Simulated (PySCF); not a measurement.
GeCl2, SMILES [Cl][Ge][Cl] (connectivity only; charge and spin as stated), neutral, multiplicity 1.

The structure is a stationary point at PBE0-D3(BJ)/def2-TZVP. The isomer is the one that the SMILES or the coordinates give; other isomers of the formula were not compared.

Method: B3LYP/def2-TZVPD run with PySCF.

Symmetry labels are those of the subgroup C2v that the program uses (full group C2v).

Problem. List the valence orbital energies around the gap with their symmetry. (Estimate from the structure and the level; the computed values follow.)

Solution. 
```json
[
 {"orbital": "HOMO−7", "symmetry": "B2", "energy (eV)": "-22.14"},
 {"orbital": "HOMO−6", "symmetry": "A1", "energy (eV)": "-14.33"},
 {"orbital": "HOMO−5", "symmetry": "B2", "energy (eV)": "-10.81"},
 {"orbital": "HOMO−4", "symmetry": "A1", "energy (eV)": "-9.91"},
 {"orbital": "HOMO−3", "symmetry": "B1", "energy (eV)": "-9.80"},
 {"orbital": "HOMO−2", "symmetry": "A2", "energy (eV)": "-9.11"},
 {"orbital": "HOMO−1", "symmetry": "B2", "energy (eV)": "-8.73"},
 {"orbital": "HOMO", "symmetry": "A1", "energy (eV)": "-7.98"},
 {"orbital": "LUMO", "symmetry": "B1", "energy (eV)": "-3.34"},
 {"orbital": "LUMO+1", "symmetry": "B2", "energy (eV)": "-0.72"},
 {"orbital": "LUMO+2", "symmetry": "A1", "energy (eV)": "-0.71"},
 {"orbital": "LUMO+3", "symmetry": "A1", "energy (eV)": "0.29"}
]
```
